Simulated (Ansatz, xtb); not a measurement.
**CH3FGeS: which of two conformers lies lower**

We compare I, `C[S][Ge][F]`, a singlet, with II, `C[S][Ge][F]`, a singlet. Both are isolated molecules in the gas phase, relaxed with PBE0-D4/def2-SVP.

I (Å):

```yaml
atoms:
  - { symbol: C, position_ang: [1.2588, -0.8400, -0.6357] }
  - { symbol: F, position_ang: [-0.6558, -2.4336, 3.0653] }
  - { symbol: Ge, position_ang: [-0.2393, -1.0596, 2.0508] }
  - { symbol: S, position_ang: [0.7984, -2.2227, 0.4574] }
  - { symbol: H, position_ang: [0.9213, 0.1312, -0.2388] }
  - { symbol: H, position_ang: [0.8028, -0.9938, -1.6229] }
  - { symbol: H, position_ang: [2.3513, -0.8147, -0.7443] }
```

II (Å):

```xyz
7

C     0.7540    1.9756   -0.0796
F    -0.1592    2.8153    2.6215
Ge   -1.7311    2.8396    1.8035
S    -1.0442    2.2080   -0.2265
H     1.0825    2.1928    0.9451
H     0.9954    0.9363   -0.3401
H     1.2534    2.6520   -0.7862
```

Problem. Estimate E(II) − E(I) at the level CCSD(T)/def2-SVP + ΔMP2/def2-TZVPP.

Solution. CCSD(T)/def2-SVP + ΔMP2/def2-TZVPP gives E(II) − E(I) = −0.25 kcal/mol, slightly favouring structure II, which is too small a margin to settle the true order.

Level by level:

```tsv
level	geometry	E(II) − E(I) (kcal/mol)	departure from the last row (kcal/mol)	job, with rough time for the two
PBE0-D4/def2-SVP	PBE0-D4/def2-SVP	−1.91	−1.66	optimisation, 53 s
HF/def2-SVP	PBE0-D4/def2-SVP	−1.24	−0.99	part of the CCSD(T) run
MP2/def2-SVP	PBE0-D4/def2-SVP	−1.25	−1.00	part of the CCSD(T) run
CCSD(T)/def2-SVP	PBE0-D4/def2-SVP	−1.43	−1.18	single point
CCSD(T)/def2-SVP + ΔMP2/def2-TZVPP	PBE0-D4/def2-SVP	−0.25		single point, 23 s
```

The largest departure from CCSD(T)/def2-SVP + ΔMP2/def2-TZVPP is that of PBE0-D4/def2-SVP, 1.66 kcal/mol. Levels run at GFN2-xTB geometries aren't shown. The last row adds to CCSD(T) the change of the MP2 difference between the two basis sets, here +1.18 kcal/mol.

With harmonic frequencies from PBE0-D4/def2-SVP (ideal gas, rigid rotor, one conformer each, 298.15 K, 1 atm): the zero-point term adds +0.18 kcal/mol; ΔH is −0.17 and ΔG +0.15 kcal/mol.

The correlated steps freeze 16 core orbitals; the filled d shell of Ge is correlated, in a basis made for valence electrons. Run with Ansatz 0.2.0; the last row on 2 threads of Arm Neoverse V2 on a shared host.
